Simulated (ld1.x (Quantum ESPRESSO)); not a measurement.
Configuration tests for barium (Ba) (TM)

- Element: barium
- Generator: ld1.x (Quantum ESPRESSO) 7.5
- Type: norm-conserving Troullier–Martins (Kleinman–Bylander form)
- Functional: PBEsol
- Relativity: scalar-relativistic
- Frozen core: [Xe]
- Valence charge: 2
- Reference configuration: 5d0 6s1.5 6p0 (charge +0.5)
- Partial waves: 6s (bound): rc 3.00 bohr; 5d (bound, empty): rc 4.20 bohr; 6p (bound, empty): rc 4.20 bohr
- Local potential: the p channel
- Core correction: a·sin(br)/r model core inside 2.85 bohr

Energies are relative to the spin-unpolarised reference configuration 5d0 6s1.5 6p0; without spin polarisation the order of configurations can differ from experiment. The frozen-core shift is the all-electron ΔE with the core orbitals held at their reference shape minus the fully relaxed ΔE.

Give the all-electron excitation energy and the error of the potential for: 5d0 6s2 6p0; 5d0 6s1 6p0; 5d0 6s1 6p1; 5d1 6s0 6p0; 5d0.5 6s1.5 6p0; 5d1 6s1 6p0; 5d0 6s0 6p2.

```json
{"valence configuration": "5d0 6s2 6p0", "charge": "0", "ΔE all-electron (eV)": "-2.147", "error AE − PS (meV)": "+20", "frozen-core shift (meV)": "+1.9"}
{"valence configuration": "5d0 6s1 6p0", "charge": "+1", "ΔE all-electron (eV)": "3.234", "error AE − PS (meV)": "+33", "frozen-core shift (meV)": "+5.2"}
{"valence configuration": "5d0 6s1 6p1", "charge": "0", "ΔE all-electron (eV)": "-0.097", "error AE − PS (meV)": "-4.2", "frozen-core shift (meV)": "+1.4"}
{"valence configuration": "5d1 6s0 6p0", "charge": "+1", "ΔE all-electron (eV)": "3.886", "error AE − PS (meV)": "-20", "frozen-core shift (meV)": "+28"}
{"valence configuration": "5d0.5 6s1.5 6p0", "charge": "0", "ΔE all-electron (eV)": "-1.505", "error AE − PS (meV)": "+29", "frozen-core shift (meV)": "+17"}
{"valence configuration": "5d1 6s1 6p0", "charge": "0", "ΔE all-electron (eV)": "-0.806", "error AE − PS (meV)": "+8.1", "frozen-core shift (meV)": "+40"}
{"valence configuration": "5d0 6s0 6p2", "charge": "0", "ΔE all-electron (eV)": "2.023", "error AE − PS (meV)": "-34", "frozen-core shift (meV)": "+17"}
```

Note: ghost state, extra bound levels that the all-electron valence spectrum of the same l lacks: s at -3.9 eV. A true bound ghost makes a file unfit for plane-wave use.
